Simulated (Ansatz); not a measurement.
Cost and result for the atomization energy of C₂H₆AlCl (10 atoms, 8 bonds).

```xyz
10

Al    0.815   -0.348    1.057
C    -0.058    0.435   -1.145
C    -1.105   -0.116   -0.519
Cl    0.512    1.458    2.147
H     0.022   -1.621    1.566
H     2.185   -0.478    0.274
H     0.510   -0.109   -1.891
H     0.238    1.462   -0.954
H    -1.427   -1.129   -0.734
H    -1.693    0.445    0.200
```

Total charge 0; spin multiplicity 1. The bonds changed during the relaxation, so this is another structure than the one it started from. The structure was optimised at the PBE0-D4/def2-TZVP level. It is one conformer, not always the lowest. Program: Ansatz. All runs use 2 threads of an Arm Neoverse V1 on a shared host. Times are those of one run each, without the atoms' runs, and a repeat can differ threefold. Electronic energies, without spin–orbit coupling; frozen cores. CCSD(T)/CBS adds CCSD(T) − MP2 in def2-TZVPP to the MP2 limit, and its time is that of the two runs behind it. T1 = 0.010. B3LYP takes the VWN-RPA correlation (the form of Gaussian; ORCA's B3LYP/G).

CCSD(T)/CBS is a level of theory with its own doubt, some kJ/mol a heavy atom from the limit and from the frozen cores, so smaller differences don't rank the functionals.

| level | functions | wall time |
| --- | --- | --- |
| BLYP-D4/def2-TZVPP | 230 | 3.2 s |
| revPBE-D4/def2-TZVPP | 230 | 3.3 s |
| CCSD(T)/def2-SVP | 94 | 3.9 s |
| PBE-D4/def2-TZVPP (with forces) | 230 | 4 s |
| PBE0-D4/def2-TZVPP | 230 | 5.5 s |
| r2SCAN-D4/def2-TZVPP (with forces) | 230 | 7.5 s |
| B3LYP-D4/def2-TZVPP (with forces) | 230 | 7.5 s |
| r2SCANh-D4/def2-TZVPP | 230 | 9 s |
| B2PLYP/def2-TZVPP | 230 | 9.5 s |
| ωB97X-V/def2-TZVPP | 230 | 14 s |
| MP2/def2-QZVPP | 434 | 39 s |
| CCSD(T)/def2-TZVPP | 230 | 2 min |
| CCSD(T)/CBS(def2) | – | 2.7 min |

(1) What atomization energy does each give, and how far from CCSD(T)/CBS? (Estimate.)

Answers

(1) The calculation gave: 
```csv
level,atomization (kcal/mol),difference from CCSD(T)/CBS,per bond
BLYP-D4/def2-TZVPP,815.3,-8.5,-1.1
revPBE-D4/def2-TZVPP,813.5,-10.3,-1.3
CCSD(T)/def2-SVP,784.3,-39.5,-4.9
PBE-D4/def2-TZVPP (with forces),828.5,4.7,0.6
PBE0-D4/def2-TZVPP,821.0,-2.8,-0.3
r2SCAN-D4/def2-TZVPP (with forces),825.6,1.8,0.2
B3LYP-D4/def2-TZVPP (with forces),820.9,-2.9,-0.4
r2SCANh-D4/def2-TZVPP,822.2,-1.6,-0.2
B2PLYP/def2-TZVPP,812.3,-11.5,-1.4
ωB97X-V/def2-TZVPP,823.2,-0.6,-0.1
MP2/def2-QZVPP,822.2,-1.6,-0.2
CCSD(T)/def2-TZVPP,804.4,-19.4,-2.4
CCSD(T)/CBS(def2),823.8,0.0,0.0
```

From PBE to PBE0 (25 % exact exchange), in def2-TZVPP and without D4, the atomization energy moves by −6.7 kcal/mol: exact exchange takes away binding that semilocal exchange gives to molecules. The D4 term adds +8.0 kcal/mol with B3LYP and +4.2 kcal/mol with PBE0; it sums over pairs of atoms, weighted by their polarisabilities, and B3LYP, whose exchange is more repulsive, gets the larger term. In def2-TZVPP, CCSD(T) changes the Hartree–Fock value by +175.4 kcal/mol (the triples alone add +10.0 kcal/mol) and MP2 by +181.8 kcal/mol; breaking electron pairs costs correlation energy, which Hartree–Fock lacks.
